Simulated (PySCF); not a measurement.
# Correlation energy of V²¹⁺ (vanadium, charge +21)

1s2, closed-shell 1S. Calculation: PySCF 2.14, in an even-tempered Gaussian basis (17 s from 20 bohr⁻², ratio 2.2; 7 p from 31 bohr⁻², ratio 2.4; 4 d from 93 bohr⁻², ratio 2.4; 3 f from 140 bohr⁻², ratio 2.4; 3 g from 210 bohr⁻², ratio 2.4); scalar relativity by spin-free X2C-1e. Frozen: nothing; 2 electrons correlated; the 12 highest virtual orbitals of each spin left out.

With two correlated electrons CCSD is exact within the correlated space (frozen core and kept virtual orbitals).

| level | correlation energy (mhartree) |
| --- | --- |
| CCSD | -47.83 |

Diagnostics: T1 = 5.8e-06, D1 = 0.0000, largest double amplitude 0.002.

Cost of the coupled-cluster step: of the order of 7 core-seconds, for 2 correlated electrons.
